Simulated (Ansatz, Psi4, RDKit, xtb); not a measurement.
Pair of molecules: C2H4 (SMILES C=C) (first 6 atoms) with H2S (SMILES S); geometry from B3LYP-D3(BJ)/def2-TZVP, rigid monomers moved along the line of their centres of mass till C2···H8 is 2.44 Å.
(charge 0, multiplicity 1):
```xyz
9

C     -0.1732    -0.6733     0.0048
C     -0.0518     0.6397     0.1424
H     -1.1373    -1.1648     0.0548
H      0.6864    -1.3106    -0.1635
H      0.9122     1.1313     0.0924
H     -0.9116     1.2770     0.3107
S      0.4175    -0.4298     3.7054
H      0.2300    -0.2832     2.3816
H     -0.8956    -0.3286     3.9653
```

Monomers are frozen at their geometry in the pair; levels with a basis set take the counterpoise correction.

Cores are frozen in the correlated methods.

Run with Ansatz (Gaussian orbitals); Psi4 for SAPT; RDKit for the force fields; xtb for the GFN methods. Each number belongs to the level named beside it.

One of these levels gives -0.15 kcal/mol for the interaction energy. Which one is it?
A) SAPT0/jun-cc-pV(D+d)Z
B) GFN2-xTB
C) PBE0/def2-TZVPPD
D) MMFF94

A, SAPT0/jun-cc-pV(D+d)Z. The others give 0.38 (MMFF94), -1.64 (GFN2-xTB), -0.51 (PBE0/def2-TZVPPD)

Ansatz is a quantum-chemistry and plane-wave program.
